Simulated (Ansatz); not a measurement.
`O[Si](F)(F)F` + `O[SiH](O)O[Si](F)(F)F` → `O[SiH](O)O[Si](O)(F)F` + `F[Si](F)(F)F`  (redistribution)

Program: Ansatz. Geometries: PBE0-D4/def2-TZVP. ΔE: electronic, gas phase. CCSD(T)/CBS is the MP2 limit (def2-TZVPP, def2-QZVPP) plus CCSD(T) − MP2 in def2-TZVPP, frozen cores. Functionals use def2-TZVPP. B3LYP here is the variant with VWN-RPA as its local correlation; programs differ in this. One conformer a species, not always the lowest.

Q: Is it downhill or uphill in electronic energy at CCSD(T)/CBS, and by how much? (Best estimate.)

A: Ansatz gave: Nearly level: ΔE = -1.1 kJ/mol.

Q: What do these levels give: PBE-D4, r2SCAN-D4, PBE0, B3LYP, HF/def2-TZVPP, MP2/def2-TZVPP, CCSD(T)/def2-TZVPP, MP2/def2-QZVPP, SCS-MP2/def2-QZVPP, HF/CBS(def2), MP2/CBS(def2), CCSD/CBS(def2)? (Estimate.)

A: Ansatz gave: PBE-D4 -2.2, r2SCAN-D4 -1.3, PBE0 0.1, B3LYP 1.7, HF/def2-TZVPP 6.2, MP2/def2-TZVPP -1.9, CCSD(T)/def2-TZVPP -1.7, MP2/def2-QZVPP -1.5, SCS-MP2/def2-QZVPP -0.1, HF/CBS(def2) 6.4, MP2/CBS(def2) -1.4, CCSD/CBS(def2) 0.3 kJ/mol.

Largest T1 diagnostic among the species: 0.012.

In def2-TZVPP, CCSD(T) changes the Hartree–Fock value by −7.8 kJ/mol (the triples alone add −1.4 kJ/mol) and MP2 by −8.1 kJ/mol.
